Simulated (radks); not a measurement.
Excited configurations of neutral germanium: one electron is placed in a higher orbital outside [Ar] 3d10 4s2 4p1. The ground configuration is [Ar] 3d10 4s2 4p2. Calculated with a radial shooting solver on a logarithmic mesh with Libxc functionals: scalar-relativistic Kohn-Sham, PBEsol, spin-polarised, spherical densities, finite nucleus; open shells are filled with parallel spins first; Fermi nuclear charge, rms radius 4.0742 fm. Excitation = E - E(ground); binding = E(ion) - E, where the ion is the core of charge +1; n* = 1/sqrt(2 binding) in atomic units, and the quantum defect is n - n*.

outer orbital,excitation (eV),binding (eV),n*,quantum defect,eigenvalue (eV),<r> (bohr)
5s,4.593,3.360,2.012,2.988,-2.003,6.429
5p,5.677,2.277,2.445,2.555,-1.293,8.664
5f,7.296,0.658,4.548,0.452,-0.390,28.62
6s,6.304,1.650,2.872,3.128,-1.024,13.47
6p,6.699,1.254,3.293,2.707,-0.763,17.02
6d,7.172,0.781,4.173,1.827,-0.484,26.41
7s,6.969,0.984,3.718,3.282,-0.641,22.92
7p,7.150,0.804,4.114,2.886,-0.520,27.58
7d,7.406,0.548,4.983,2.017,-0.360,39.62

The Delta-SCF ionisation energy is 7.954 eV (NIST Atomic Spectra Database: 7.899 eV, measured). Self-interaction in the functional shifts the binding energies and quantum defects, so they are the method's values and not measured ones. Open shells are spherical and high-spin; term and fine-structure splittings are not resolved.
